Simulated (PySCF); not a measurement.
Species: C₄H₄BFO.
Bonds: B1–C2, C2–C3 (aromatic), C3–C4 (aromatic), C4–C5 (aromatic), C5–F6, C5–O7 (aromatic), C2–O7 (aromatic). Hydrogens: H8, H9 on B1; H10 on C3; H11 on C4.

Theory: PBE0-D3(BJ)/def2-SVP geometry optimisation, gas phase in PySCF 2.14.0.

(1) Give the optimised bond lengths and angles.

Answers

(1) 
| bond | length (bohr) | order |
| --- | --- | --- |
| B1–C2 | 2.849 | single |
| C2–C3 | 2.621 | aromatic |
| C3–C4 | 2.669 | aromatic |
| C4–C5 | 2.593 | aromatic |
| C5–F6 | 2.455 | single |
| C5–O7 | 2.470 | aromatic |
| C2–O7 | 2.634 | aromatic |
| B1–H8, B1–H9 | 2.281 | single |
| C3–H10 | 2.058 | single |
| C4–H11 | 2.053 | single |

Bonds in one row agree within 0.02 bohr and their mean is given. Orders are formal, as drawn. A selection of angles:
| angle | degrees |
| --- | --- |
| C2–B1–H8 | 121.2 |
| C2–B1–H9 | 117.8 |
| H8–B1–H9 | 121.1 |
| B1–C2–C3 | 132.3 |
| B1–C2–O7 | 120.8 |
| C3–C2–O7 | 106.9 |
| C2–C3–C4 | 108.6 |
| C2–C3–H10 | 124.3 |
| C4–C3–H10 | 127.0 |
| C3–C4–C5 | 103.5 |
| C3–C4–H11 | 129.7 |
| C5–C4–H11 | 126.7 |
| C4–C5–F6 | 130.3 |
| C4–C5–O7 | 113.6 |
| F6–C5–O7 | 116.1 |
| C2–O7–C5 | 107.4 |

The 3 C–C bonds span 1.372 Å (C4–C5, aromatic) to 1.412 Å (C3–C4, aromatic), a spread of 0.040 Å. The 7 heavy atoms lie in one plane (0.003 Å rms). The 5-membered ring C2–C3–C4–C5–O7 has internal angles of 103.5° to 113.6°; it is planar, 0.00 Å rms from its mean plane, widest ring torsion 0°. B1 (three-coordinate boron) is planar (angles 121.2°, 121.1° and 117.8°, sum 360.0°, 0.00 Å off the plane of its three neighbours). The 2 C–O bonds span 1.307 Å (C5–O7, aromatic) to 1.394 Å (C2–O7, aromatic), a spread of 0.087 Å.

Point group: Cs (every atom within 0.08 Å of its image). Stationary, but not proved a minimum.
